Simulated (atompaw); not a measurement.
# Scattering properties, PAW (atompaw) potential for molybdenum

Mo, PAW, made with atompaw 4.2.0.5 (PBE, scalar-relativistic). Core [Ar] 3d10, reference 4s2 4p6 4d4 5s0 5p0 (charge +2). Waves: 4s (bound); 5s (bound, empty); 4p (bound); 5p (bound, empty); 4d (bound); 4d channel at 1.05 Ry. Local part: troulliermartins scheme with l = 3 at 0.5 Ry, radius 1.50 bohr. Core correction: smooth core density matched at 1.70 bohr. Augmentation charge: sinc compensation charge, radius 1.85 bohr; PAW radius 2.15 bohr; waves and projectors: bloechl.

The phase is arctan(r·u′/u) with u = r·R(r), unwrapped; energies in Ry, scanned from -8 to 5 Ry. A pole is an energy at which the radial function vanishes at the test radius. The pseudo phase is shifted by a multiple of π to meet the all-electron one at the reference energy, and phase errors are pseudo minus all-electron; the curves can meet again beyond the range given. Levels narrower than the energy grid can be missing from the lists of poles.

Problem. For each channel, where are the poles, and over which energies does the pseudopotential scatter like the atom?

Solution.

```csv
channel,radius (bohr),reference energy (Ry),"poles, all-electron","poles, pseudo",unbroken range about the reference energy with phases within 0.05 rad,phase error 1 Ry above the reference energy (rad)
s,2.15,-1.30,"-5.88, 4.65","-5.88, -0.44",below -0.8,-2.414
p,2.15,-0.93,-3.78,"-3.78, 4.59",below 0.9,-0.004
d,2.15,-1.53,-0.44,-0.44,the whole range,-0.000
```

Note: ghost state, extra bound levels that the all-electron valence spectrum of the same l lacks: s at -5.7 eV. A true bound ghost makes a file unfit for plane-wave use.

Phases in the p channel:

```
E (Ry)  all-electron  pseudo
 -8.00         1.365   1.364
 -7.52         1.352   1.352
 -7.04         1.337   1.336
 -6.56         1.317   1.316
 -6.08         1.287   1.286
 -5.60         1.239   1.238
 -5.12         1.135   1.133
 -4.64         0.672   0.669
 -4.16        -1.284  -1.284
 -3.68        -1.605  -1.606
 -3.20        -1.702  -1.702
 -2.72        -1.759  -1.759
 -2.24        -1.807  -1.807
 -1.76        -1.855  -1.856
 -1.28        -1.914  -1.914
 -0.80        -1.991  -1.991
 -0.32        -2.107  -2.108
  0.16        -2.303  -2.307
  0.64        -2.669  -2.692
  1.12        -3.286  -3.349
  1.60        -3.863  -3.936
  2.08        -4.187  -4.249
  2.56        -4.361  -4.417
  3.04        -4.464  -4.521
  3.52        -4.533  -4.593
  4.00        -4.582  -4.650
  4.48        -4.620  -4.700
  4.96        -4.650  -4.753
```
